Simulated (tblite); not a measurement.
Input of a run (GFN2-xTB geometry optimisation, gas phase (tblite 0.8.0)), started from a force field or distance geometry:
```
{"job": {"kind": "relax", "xc": "GFN2-xTB", "basis": "xTB"}, "charge": 0, "multiplicity": 2}
C     -2.522500    -0.085700     0.052400
C     -1.106400     0.232300    -0.164300
C     -0.544800     1.317300    -0.860800
N      0.780100     1.324400    -0.870600
N      1.091400     0.220200    -0.141000
C      2.473900    -0.112200     0.067100
C      0.002600    -0.461300     0.295600
H     -2.886100     0.391400     0.978000
H     -3.132800     0.281700    -0.779400
H     -2.694400    -1.164200     0.137900
H      2.541100    -1.027400     0.663400
H      2.950100    -0.268000    -0.900800
H      2.947600     0.717400     0.613700
H      0.099600    -1.366400     0.886500
```

Output (eV, eV/Å):
```
step      E/eV     max force
  0    -544.20412    2.034
  1    -544.26095    0.570
  2    -544.27306    0.306
  3    -544.27933    0.169
  4    -544.28139    0.141
  5    -544.28368    0.148
  6    -544.28521    0.136
  7    -544.28623    0.069
  8    -544.28664    0.045
  9    -544.28686    0.042
 10    -544.28700    0.038
 11    -544.28710    0.025
 12    -544.28715    0.013
 13    -544.28717    0.013
 14    -544.28719    0.015
 15    -544.28721    0.014
 16    -544.28723    0.012
 17    -544.28725    0.015
 18    -544.28728    0.017
 19    -544.28731    0.018
 20    -544.28734    0.013
 21    -544.28736    0.013
 22    -544.28739    0.013
 23    -544.28742    0.013
 24    -544.28744    0.014
 25    -544.28746    0.014
 26    -544.28747    0.013
 27    -544.28748    0.013
 28    -544.28751    0.019
 29    -544.28755    0.022
 30    -544.28759    0.017
 31    -544.28762    0.015
 32    -544.28765    0.016
 33    -544.28770    0.019
 34    -544.28775    0.023
 35    -544.28781    0.024
 36    -544.28786    0.024
 37    -544.28792    0.024
 38    -544.28799    0.031
 39    -544.28807    0.033
 40    -544.28818    0.029
 41    -544.28831    0.030
 42    -544.28852    0.041
 43    -544.28886    0.058
 44    -544.28928    0.064
 45    -544.28861    0.162
 46    -544.28990    0.064
 47    -544.29021    0.052
 48    -544.29073    0.087
 49    -544.29100    0.035
 50    -544.29115    0.026
 51    -544.29133    0.025
 52    -544.29141    0.024
 53    -544.29149    0.020
 54    -544.29157    0.022
 55    -544.29165    0.021
 56    -544.29172    0.031
 57    -544.29179    0.024
 58    -544.29187    0.029
 59    -544.29200    0.031
 60    -544.29210    0.019
 61    -544.29216    0.025
 62    -544.29221    0.018
 63    -544.29225    0.015
 64    -544.29228    0.013
 65    -544.29233    0.012
 66    -544.29236    0.014
 67    -544.29240    0.015
 68    -544.29243    0.012
 69    -544.29246    0.013
 70    -544.29247    0.009
```

Q: Summarise the run.

A: The energy falls by 8.5 kJ/mol over 70 L-BFGS steps, the largest force on an atom goes from 2.03 to 0.009 eV/Å, and the atoms move by 0.249 Å rms after alignment. The bond that changes most is C3–N4 (ends: carbon bonded to C and N; nitrogen bonded to C and N), which shortens by 0.028 Å. Bonds longer at the end by more than 0.005 Å: 1 of 14; shorter: 9. Among the angles that change most is N4–N5–C7, from 113.4° to 110.5°. Among the dihedrals that turn most is H10–C1–C2–C7, from -31° to 4°. The energy rose by more than 1e-5 eV at step 45. The first step brought 64 % of the lowering.

Q: What are the final bond lengths?

A: C1–C2 1.486 Å, C2–C3 1.399 Å, C3–N4 1.296 Å, N4–N5 1.340 Å, N5–C6 1.434 Å, N5–C7 1.354 Å, C2–C7 1.386 Å, C1–H8 1.089 Å, C1–H9 1.089 Å, C1–H10 1.087 Å, C6–H11 1.089 Å, C6–H12 1.092 Å, C6–H13 1.091 Å, C7–H14 1.073 Å. Numbering counts from 1 in the input's order; the species is `CC1=CN(C)N=[C]1` [radical].

The run took 0.34 s wall on one thread, Arm Neoverse V1 (aarch64), shared host with 32 logical CPUs at a one-minute load of 21.

GFN2-xTB frequencies show an imaginary mode (62i cm⁻¹), so the point is no minimum at that level.

All values are computed, not measured.
